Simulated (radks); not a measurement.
Mo III, 40 electrons, occupied as [Kr] 4d4.

Method: Dirac Kohn-Sham, LDA (Slater exchange, Perdew-Wang correlation), spin-unpolarised, spherical densities, finite nucleus; open shells fill j = l - 1/2 first; Fermi nuclear charge, rms radius 4.4091 fm; computed with a radial shooting solver on a logarithmic mesh with Libxc functionals.

Energy parts (hartree):
total: -4044.12552
kinetic: 4192.17289
electron-nucleus: -9748.57456
Hartree: 1631.19578
exchange-correlation: -118.91963

Orbitals (lengths in bohr, moments of r in powers of bohr; <r^-3> diverges for s and p1/2; r(max) is where P^2 peaks):
[
 {"orbital": "1s1/2", "occ.": "2", "eigenvalue (hartree)": "-727.7641", "<r^4>": "7.235e-06", "<r^-3>": "-", "r(max)": "0.02290"},
 {"orbital": "2s1/2", "occ.": "2", "eigenvalue (hartree)": "-103.3752", "<r^4>": "0.001339", "<r^-3>": "-", "r(max)": "0.1299"},
 {"orbital": "2p1/2", "occ.": "2", "eigenvalue (hartree)": "-95.22300", "<r^4>": "0.0008880", "<r^-3>": "-", "r(max)": "0.1009"},
 {"orbital": "2p3/2", "occ.": "4", "eigenvalue (hartree)": "-91.31363", "<r^4>": "0.0009941", "<r^-3>": "2394", "r(max)": "0.1048"},
 {"orbital": "3s1/2", "occ.": "2", "eigenvalue (hartree)": "-18.13951", "<r^4>": "0.06941", "<r^-3>": "-", "r(max)": "0.3843"},
 {"orbital": "3p1/2", "occ.": "2", "eigenvalue (hartree)": "-15.03491", "<r^4>": "0.07177", "<r^-3>": "-", "r(max)": "0.3712"},
 {"orbital": "3p3/2", "occ.": "4", "eigenvalue (hartree)": "-14.39055", "<r^4>": "0.07890", "<r^-3>": "399.7", "r(max)": "0.3806"},
 {"orbital": "3d3/2", "occ.": "4", "eigenvalue (hartree)": "-8.87949", "<r^4>": "0.08231", "<r^-3>": "58.36", "r(max)": "0.3203"},
 {"orbital": "3d5/2", "occ.": "6", "eigenvalue (hartree)": "-8.75736", "<r^4>": "0.08488", "<r^-3>": "55.63", "r(max)": "0.3231"},
 {"orbital": "4s1/2", "occ.": "2", "eigenvalue (hartree)": "-3.03908", "<r^4>": "2.888", "<r^-3>": "-", "r(max)": "0.9865"},
 {"orbital": "4p1/2", "occ.": "2", "eigenvalue (hartree)": "-2.14994", "<r^4>": "4.423", "<r^-3>": "-", "r(max)": "1.051"},
 {"orbital": "4p3/2", "occ.": "4", "eigenvalue (hartree)": "-2.05587", "<r^4>": "4.891", "<r^-3>": "58.41", "r(max)": "1.076"},
 {"orbital": "4d3/2", "occ.": "4", "eigenvalue (hartree)": "-0.77608", "<r^4>": "23.27", "<r^-3>": "4.549", "r(max)": "1.345"},
 {"orbital": "4d5/2", "occ.": "0", "eigenvalue (hartree)": "-0.76684", "<r^4>": "24.11", "<r^-3>": "4.307", "r(max)": "1.357"}
]

The highest occupied level is 4d3/2 at -21.118 eV. Summed over all electrons, <r^2> = 31.26 bohr^2, which gives a Langevin (diamagnetic) susceptibility term of -24.8 x 10^-6 cm^3/mol. The density falls to 0.001 e/bohr^3 at r = 3.60 bohr. The electron density at the nucleus is 9.045e+04 e/bohr^3. For comparison, the ionisation energy in NIST's Atomic Spectra Database is 27.1 eV (semi-empirical). In exact Kohn-Sham theory the highest level is minus the ionisation energy, but local and semilocal functionals leave it too shallow, through self-interaction and a potential that decays too fast; potentials with the right tail come closer.

Beside tabulated values, note that spin-unpolarised runs miss the spin-polarisation part of the exchange energy of open shells.
